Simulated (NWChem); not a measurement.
Molecule: CH5NOSi2; SMILES O[Si@H]1N=C[SiH2]1

```xyz
10

O     -0.4535    -1.9819    -0.7830
Si     0.0291    -0.7991     0.2757
N      1.5522     0.0592    -0.1551
C      1.1673     1.2855    -0.2203
Si    -0.7518     1.3792    -0.0356
H     -0.1453    -2.8780    -0.6168
H      0.1640    -1.3778     1.6484
H      1.9108     2.0904    -0.3869
H     -1.4424     1.7014    -1.3235
H     -1.3240     2.2557     1.0365
```
Atoms are numbered in this order, from 1.

Level: PBE0/def2-SVP (NWChem), optimised geometry, unscaled harmonic frequencies. 

Question: List the harmonic frequencies with IR intensities, and the thermochemistry.

Answer: 
```tsv
frequency (cm⁻¹)	IR intensity (km/mol)
119	6.3
180	11.2
232	102.6
297	23.6
401	8.7
453	1.1
503	26.7
585	3.2
619	33.7
693	76.0
734	121.2
759	40.4
807	171.0
857	83.0
910	61.5
932	102.6
961	119.3
1296	21.8
1622	50.5
2204	125.8
2216	89.4
2223	133.3
3047	54.0
3926	141.3
```

The zero-point energy is 38.0 kcal/mol and the thermal correction to the enthalpy at 298.15 K (with zero-point energy) comes out as 42.8 kcal/mol. The heat capacity Cv is 24.5 cal/(mol K), the entropy at 298.15 K and 1 atm (symmetry number 1) is 80.2 cal/(mol K) and the dipole moment comes out as 1.23 D.

Rigid rotor and harmonic oscillator.
